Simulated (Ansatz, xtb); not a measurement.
## Relative energy of two structures of C3H4LiMg

Structure a: a doublet given by its coordinates. Structure b: a doublet given by its coordinates. Both are isolated molecules in the gas phase, relaxed with B3LYP-D3(BJ)/def2-SVP.

a (Å):

```yaml
atoms:
  - { symbol: C, position_ang: [-1.3700, 0.4891, 0.8684] }
  - { symbol: C, position_ang: [-0.4628, 0.1839, 0.0853] }
  - { symbol: C, position_ang: [0.5371, -0.2639, -0.8857] }
  - { symbol: Li, position_ang: [-0.1483, 1.9477, 1.6414] }
  - { symbol: Mg, position_ang: [-2.7752, 1.2200, 2.3207] }
  - { symbol: H, position_ang: [-4.3637, 0.9271, 2.8766] }
  - { symbol: H, position_ang: [0.0779, -0.9388, -1.6265] }
  - { symbol: H, position_ang: [1.3566, -0.8165, -0.3969] }
  - { symbol: H, position_ang: [0.9816, 0.5797, -1.4403] }
```

Close contacts (Å): C1–C2 1.24, C1–Li4 2.05, C1–Mg5 2.15, C2–C3 1.46, C2–Li4 2.37, Li4–Mg5 2.81, C3–H7 1.10, C3–H8 1.10, C3–H9 1.10, Mg5–H6 1.71.

b (Å):

```csv
atom,x (Å),y (Å),z (Å)
C,-1.4654,1.6112,0.9814
C,-1.1280,0.4174,0.9473
C,-0.7576,-0.9963,0.9406
Li,-1.9080,3.5153,0.9255
Mg,-0.1205,2.1711,-0.7503
H,-0.2996,-1.2908,1.8991
H,-1.6397,-1.6364,0.7746
H,-0.0303,-1.2095,0.1395
H,0.9526,1.2402,-1.7198
```

Close contacts (Å): C1–C2 1.24, C1–Li4 1.96, C1–Mg5 2.26, C2–C3 1.46, C2–Mg5 2.64, Li4–Mg5 2.79, C3–H6 1.10, C3–H7 1.10, C3–H8 1.10, Mg5–H9 1.72.

Task: Estimate which is lower in electronic energy at CCSD(T)/def2-SVP + ΔMP2/def2-TZVPP, and by roughly how much.

Result: Too close to call at this level: CCSD(T)/def2-SVP + ΔMP2/def2-TZVPP gives E(b) − E(a) = +0.77 kcal/mol.

How the difference moves with the method:

```csv
level,geometry,E(b) − E(a) (kcal/mol),departure from the last row (kcal/mol),"job, with rough time for the two"
B3LYP-D3(BJ)/def2-SVP,B3LYP-D3(BJ)/def2-SVP,+0.11,−0.66,"optimisation, 2 min"
HF/def2-SVP,B3LYP-D3(BJ)/def2-SVP,+1.44,+0.67,part of the CCSD(T) run
MP2/def2-SVP,B3LYP-D3(BJ)/def2-SVP,+0.45,−0.32,part of the CCSD(T) run
CCSD(T)/def2-SVP,B3LYP-D3(BJ)/def2-SVP,+0.42,−0.35,single point
CCSD(T)/def2-SVP + ΔMP2/def2-TZVPP,B3LYP-D3(BJ)/def2-SVP,+0.77,,"single point, 1.8 min"
```

The largest departure from CCSD(T)/def2-SVP + ΔMP2/def2-TZVPP is that of HF/def2-SVP, 0.67 kcal/mol. A small imaginary or near-zero mode remains, so no thermal terms are given. Levels run at GFN2-xTB geometries aren't shown. The last row adds to CCSD(T) the change of the MP2 difference between the two basis sets, here +0.35 kcal/mol.

Open shells are spin-unrestricted. The correlated steps freeze 4 core orbitals; the last core shell of Li and Mg is correlated, in a basis made for valence electrons. Programs: Ansatz 0.2.0; the last row on 2 threads of Arm Neoverse N1 on a shared host.
